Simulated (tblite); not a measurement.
Compound: C3H7F2Si (doublet state).
SMILES with atom numbers: `[F:1][CH2:2][C:3]([F:4])[CH2:5][SiH3:6]` (hydrogens: H7, H8 on C2; H9, H10 on C5; H11, H12, H13 on Si6)

Geometry (GFN2-xTB, Å), atoms numbered from 1 in this order:
```
atom  x, y, z in Å
F1    -1.1063    1.7830   -0.4541
C2    -1.7594    0.5399   -0.3267
C3    -0.9108   -0.4817    0.3067
F4    -1.0602   -0.5908    1.6598
C5     0.3451   -0.9778   -0.2332
Si6    1.8242    0.2570    0.0962
H7    -2.0269    0.2629   -1.3516
H8    -2.6531    0.7357    0.2714
H9     0.2533   -1.1308   -1.3061
H10    0.6062   -1.9234    0.2413
H11    3.0342   -0.4715   -0.2919
H12    1.8232    0.5618    1.5231
H13    1.6262    1.4361   -0.7363
```

Computed geometry: GFN2-xTB, gas phase. This method treats the open shell by occupation alone, without spin polarisation.

Take the most abundant isotopes and a rigid rotor. The values belong to one conformer with, in the numbering `[F:1][CH2:2][C:3]([F:4])[CH2:5][SiH3:6]`, F1–C2–C3–F4 93°, C2–C3–C5–Si6 79°.

(1) What are A, B and C (cm⁻¹)?

(2) Classify the top.

(3) Is it planar, by Δ = Ic − Ia − Ib?

(4) Estimate the classical rotational partition function at 10 K, 100 K and 200 K.

Results:

(1) Ia = 149.98, Ib = 249.52, Ic = 330.71 u·Å²; 505379 MHz·u·Å²/I gives 3370, 2025 and 1528 MHz, that is A = 0.11240, B = 0.06756, C = 0.05097 cm⁻¹.

(2) An asymmetric top; Ray's κ = -0.460.

(3) Not planar: Δ = Ic − Ia − Ib = -68.78 u·Å². For a rigid frame Δ = −2 Σ m c², so Σ m c² = 34.39 u·Å² lies off the ab plane: 9.46 from hydrogen and 24.94 from heavier atoms. The atom farthest from that plane is 1.91 Å away.

(4) Point group C1, symmetry number σ = 1; q = (√π/σ)·√((kT/h)³/(ABC)), k/h = 20836.6 MHz/K: 1650 at 10 K, 52200 at 100 K, 148000 at 200 K.

For this open shell read J as N, the rotation without spin; fine and hyperfine splittings come on top. Its GFN2-xTB frequencies are all real (lowest 48 cm⁻¹). Constants of a rigid frame at the computed geometry: no zero-point averaging, no centrifugal distortion.
